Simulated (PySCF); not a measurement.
# A search over the determinants of AlHg⁺

Unrestricted PBE0; basis Al def2-SVPD, Hg def2-SVPD with ECP60; scalar-relativistic core potentials; PySCF 2.14. Outer shells of the fragments: Al+ 3s2; Hg 5d10 6s2.

Followed along the bond (rough minima from three points):

```
2Ms+1  unpaired  ⟨S²⟩ at the start  R at minimum (Å)  Te (eV)
    1      none               0.00              2.95     0.00
    3  σ ↑, π ↑               2.01  none in the scan   ≤ 2.85
```

Solutions found at the starting distance of 2.670 Å, counted from the lowest of them; the search is not exhaustive and high or unbound solutions are not listed, so other states can lie among these:

```
2Ms+1  unpaired   term  E (eV)  ⟨S²⟩  ⟨Lz²⟩  μ (D)
    1      none    ¹Σ⁺    0.00  0.00   0.00  -6.27
    3  σ ↑, π ↑     ³Π    2.78  2.01   1.00  -4.72
    3      σ ↑↑    ³Σ⁺    3.16  2.00   0.00  -6.89
    1  σ ↓, π ↑  mixed    3.24  1.02   1.01  -4.45
    3      π ↑↑    ³Σ⁻    6.63  2.19   0.00  -3.22
    3  σ ↑, δ ↑     ³Δ    8.76  2.01   4.00  -2.18
    3  π ↑, δ ↑  mixed    9.38  2.01   4.80  -4.00
    3  π ↑, δ ↑  mixed    9.40  2.01   5.01  -3.94
    3      π ↑↑  mixed    9.65  2.01   2.01  -3.67
```

A term symbol is given only where ⟨S²⟩ and ⟨Lz²⟩ are close to those of a pure state; real π, δ and φ orbitals otherwise mix terms. A positive dipole points towards Hg; it is taken about the centre of mass and depends on that origin.

Spin–orbit coupling is left out. Counting both spins, an empty level lies below a filled one in some of these solutions, because spin and occupation are held.
